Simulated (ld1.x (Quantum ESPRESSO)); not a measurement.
bismuth, TM: configuration errors across variants

ld1.x (Quantum ESPRESSO) 7.5 input, shortened:

```
&input
   title='Bi', zed=83., rel=2, dft='PBE', iswitch=3,
   config='[Xe] 4f14 5d10 6s2 6p3', rel_dist='average'
 /
 &inputp
   pseudotype=2, tm=.true., lloc=2,
   nlcc=.false.
 /
3
6S  1  0   2.00   0.00  1.45  1.45  0.0
6P  2  1   3.00   0.00  1.95  1.95  0.0
5D  3  2  10.00   0.00  1.35  1.35  0.0
 &test
   configts(1)='5d10 6s2 6p3'
 /
```

Open shells are filled in proportion to 2j + 1 (rel_dist='average').

All-electron excitation energies from the reference (eV): (1) 5d10 6s2 6p0 47.046; (2) 5d10 6s2 6p3.3 -1.135; (3) 5d10 6s1 6p0 92.438; (4) 5d10 6s2 6p2.5 3.168.

Tests that are not counted but printed errors over 1 eV. “base”: 5d9 6s2 6p4 (pseudo-atom not self-consistent, printed error -1571 eV); 5d10 6s2 6p2 (solver errors, printed error -1.8 eV); 1 more. “wave 6s (bound): rc 1.45 bohr becomes 6s (bound): rc 1.22 bohr”: 5d9 6s2 6p4 (solver errors, printed error -7.1 eV). “wave 6s (bound): rc 1.45 bohr becomes 6s (bound): rc 1.32 bohr”: 5d9 6s2 6p4 (solver errors, printed error -7.1 eV); 5d10 6s2 6p2 (solver errors, printed error -1.8 eV); 1 more. “wave 6s (bound): rc 1.45 bohr becomes 6s (bound): rc 1.50 bohr”: 5d10 6s2 6p1 (solver errors, printed error +1.1 eV); 5d9 6s2 6p4 (solver errors, printed error -5.0 eV). “wave 6s (bound): rc 1.45 bohr becomes 6s (bound): rc 1.80 bohr”: 5d10 6s2 6p1 (solver errors, printed error +1.1 eV); 5d9 6s2 6p4 (solver errors, printed error -7.0 eV).

2 further variants failed, have other tests or too few solved ones, and are left out.

A true bound ghost makes a file unfit for plane-wave use even where its test errors are small: the radial tests pick states by their node count and pass the ghost by. Where a test does run into it, the solver fails or the error is huge.

The file “base” misses its own reference levels by 1.8 eV. The file “wave 6s (bound): rc 1.45 bohr becomes 6s (bound): rc 1.22 bohr” misses its own reference levels by 1.8 eV. The file “wave 6s (bound): rc 1.45 bohr becomes 6s (bound): rc 1.32 bohr” misses its own reference levels by 1.8 eV. The file “wave 6s (bound): rc 1.45 bohr becomes 6s (bound): rc 1.50 bohr” misses its own reference levels by 1.8 eV. The file “wave 6s (bound): rc 1.45 bohr becomes 6s (bound): rc 1.80 bohr” misses its own reference levels by 1.8 eV. The file “wave 6s (bound): rc 1.45 bohr becomes 6s (bound): rc 1.92 bohr” misses its own reference levels by 1.8 eV. The file “wave 6s (bound): rc 1.45 bohr becomes 6s (bound): rc 2.02 bohr” misses its own reference levels by 1.8 eV. The file “wave 6s (bound): rc 1.45 bohr becomes 6s (bound): rc 2.20 bohr” misses its own reference levels by 1.8 eV.

Errors AE − PS in meV (a dash: test not solved or not reliable):

```csv
change,(1),(2),(3),(4),bound ghosts
base,+4.8,-0.4,+61,-1.6,"s, p3/2, p1/2"
wave 6s (bound): rc 1.45 bohr becomes 6s (bound): rc 1.22 bohr,+0.4,-0.4,+89,-1.5,"s, p3/2, p1/2"
wave 6s (bound): rc 1.45 bohr becomes 6s (bound): rc 1.32 bohr,+0.7,-0.4,+92,-1.6,"s, p3/2, p1/2"
wave 6s (bound): rc 1.45 bohr becomes 6s (bound): rc 1.50 bohr,+6.8,-0.4,+55,-1.6,"s, p3/2, p1/2"
wave 6s (bound): rc 1.45 bohr becomes 6s (bound): rc 1.80 bohr,+16,-0.4,+59,-1.5,"s, p3/2, p1/2"
wave 6s (bound): rc 1.45 bohr becomes 6s (bound): rc 1.92 bohr,+16,-0.4,+58,-1.5,"s, p3/2, p1/2"
wave 6s (bound): rc 1.45 bohr becomes 6s (bound): rc 2.02 bohr,+16,-0.4,+58,-1.5,"s, p3/2, p1/2"
wave 6s (bound): rc 1.45 bohr becomes 6s (bound): rc 2.20 bohr,+16,-0.4,+58,-1.5,"s, p3/2, p1/2"
```

Give the same row for: wave 6s (bound): rc 1.45 bohr becomes 6s (bound): rc 1.62 bohr.

+13, -0.4, +58, -1.5; bound ghosts: s, p3/2, p1/2. Not counted: 5d9 6s2 6p4 (solver errors, printed error -7.0 eV); 5d10 6s2 6p2 (solver errors, printed error -1.8 eV); 1 more.
